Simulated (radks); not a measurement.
Results of a calculation; reference values are marked as such.
All-electron atom: Sn XLIX in [He].

Level of theory: scalar-relativistic Kohn-Sham, BLYP, spin-polarised, spherical densities, finite nucleus; Fermi nuclear charge, rms radius 4.6519 fm (a radial shooting solver on a logarithmic mesh with Libxc functionals).

Energy parts (hartree):
total: -2556.24555
kinetic: 2743.39632
electron-nucleus: -5332.36441
Hartree: 65.31757
exchange-correlation: -32.59503

Orbitals (lengths in bohr, moments of r in powers of bohr; <r^-3> diverges for s and p1/2):
orbital  occ.  eigenvalue (hartree)  <r^-3>
1s          2             -1249.822       -

The highest occupied level is 1s at -34009 eV. The density falls to 0.001 e/bohr^3 at r = 0.18 bohr. Summed over all electrons, <r^2> = 0.002252 bohr^2, which gives a Langevin (diamagnetic) susceptibility term of -0.00178 x 10^-6 cm^3/mol. For comparison, the ionisation energy in NIST's Atomic Spectra Database is 34257.1 eV (theoretical). In exact Kohn-Sham theory the highest level is minus the ionisation energy, but local and semilocal functionals leave it too shallow, through self-interaction and a potential that decays too fast; potentials with the right tail come closer. The electron density at the nucleus is 1.739e+05 e/bohr^3 (large components only).
